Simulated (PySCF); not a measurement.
How methods differ on the excitation energy of As²⁺

As²⁺ [Ar] 3d10 4s2 4p1 (2P) → As²⁺ [Ar] 3d10 4s2 4d1 (2D), as a difference of total energies. All numbers are calculated (PySCF 2.14, scalar relativity through the core potential, in aug-cc-pwCVDZ-PP with ECP10MDF). Correlated levels: valence: 3s2 3p6 3d10 frozen; valence and next inner shell: nothing frozen outside the core potential. The calculations carry no spin-orbit coupling.

| method | excitation energy (cm⁻¹) |
| --- | --- |
| UHF | 109960 |
| LDA | 103070 |
| PBE | 101180 |
| PBE0 | 104020 |
| r2SCAN | 105580 |
| TPSS | 102610 |
| PW91 | 101650 |
| wB97M-V | 105570 |
| r2SCAN0 | 107120 |
| MP2 (valence) | 108690 |
| SCS-MP2 (valence) | 108280 |
| MP2 (valence and next inner shell) | 109780 |
| SCS-MP2 (valence and next inner shell) | 109030 |

The promoted electron is Rydberg-like, and one or two diffuse shells describe it only roughly, which tends to raise the upper state.
